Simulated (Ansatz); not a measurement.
`BB[SiH2]F` + H₂ → `B[SiH2]F` + BH₃ at 298.15 K and 1 bar (hydrogenolysis of a B–B bond).

Isolated molecules relaxed with PBE0-D4/def2-TZVP in Ansatz; ΔE leaves out vibrations. CCSD(T)/CBS adds triple-zeta CCSD(T) − MP2 to the extrapolated MP2 energy (def2 sets, frozen cores). This one scheme is used for every species. One conformer a species, not always the lowest.

```
    species  CCSD(T)/CBS energy (Eh)  H − E (kJ/mol)  S (J/(mol·K))
`BB[SiH2]F`               -441.46272           153.9          327.9
         H₂                 -1.17544            35.1          130.4
 `B[SiH2]F`               -416.08532           118.3          289.1
        BH₃                -26.55200            78.7          188.3
```

H − E and S are ideal-gas, rigid-rotor, harmonic terms from PBE0-D4/def2-TZVP, for one conformer and one mirror image of each species. The MP2-based limit puts H₂ 0.8 mEh under its directly extrapolated value; such offsets cancel only in part. 1 Eh = 2625.50 kJ/mol, R = 8.31446 J/(mol·K).

Problem. By hand: ΔE, ΔH, ΔS and ΔG.

Solution. ΔE = (-416.08532) + (-26.55200) − (-441.46272) − (-1.17544) = 0.00084 Eh = 2.2 kJ/mol. Δ(H − E) = 118.3 + 78.7 − 153.9 − 35.1 = 8.0, so ΔH = 10.2 kJ/mol. ΔS = 289.1 + 188.3 − 327.9 − 130.4 = 19.1 J/(mol·K). ΔG = 10.2 − 298.15 × (19.1)/1000 = 4.5 kJ/mol.

Problem. By hand: the equilibrium constant, and the temperature at which ΔG would vanish if ΔH and ΔS stayed fixed.

Solution. log₁₀ K = −ΔG/(RT ln 10) = -0.8. ΔG = 0 at ΔH/ΔS = 534 K, though so small a ΔS makes that figure unsure.

TΔS isn't small against ΔH here. The sign of ΔG lies within the doubt. A doubt of 5 kJ/mol in ΔE shifts log₁₀ K by 0.9 here. Other conformers and mirror images would add mixing entropy, several J/(mol·K) or more a flexible species. These are equilibria of isolated gas molecules and say nothing of rates. Largest T1 diagnostic: 0.014 (customary marks: 0.02 for closed shells, 0.045 for open ones).
